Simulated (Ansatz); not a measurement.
Compare A (`C[SiH2][SiH]1C=N1`) with its isomer B (`CC1=N[SiH2][SiH2]1`).

Gas-phase electronic energies from Ansatz, PBE0-D4/def2-TZVP geometries. CCSD(T)/CBS is the MP2 limit (def2-TZVPP, def2-QZVPP) plus CCSD(T) − MP2 in def2-TZVPP, frozen cores. DFT in def2-TZVPP. B3LYP here is the variant with VWN-RPA as its local correlation; programs differ in this. One conformer a species, not always the lowest.

Question: Which isomer does CCSD(T)/CBS put lower? Give the gap. (Best estimate.)

Answer: Ansatz gave: B, by 52.0 kJ/mol.

Question: Give E(B) − E(A) in kJ/mol with B3LYP, CCSD/def2-TZVPP, B2PLYP, r2SCAN-D4, MP2/def2-TZVPP, ωB97M-V, B3LYP-D4. (Best estimate.)

Answer: Computed: B3LYP -49.0, CCSD/def2-TZVPP -53.7, B2PLYP -50.6, r2SCAN-D4 -45.9, MP2/def2-TZVPP -52.0, ωB97M-V -52.4, B3LYP-D4 -53.8. None reverses the order clearly.

Largest T1 diagnostic: 0.016.

In def2-TZVPP, CCSD(T) changes the Hartree–Fock value by +13.6 kJ/mol (the triples alone add +2.1 kJ/mol) and MP2 by +13.2 kJ/mol. The D4 term adds −4.8 kJ/mol with B3LYP and −2.4 kJ/mol with PBE0; it sums over pairs of atoms, weighted by their polarisabilities, and B3LYP, whose exchange is more repulsive, gets the larger term.
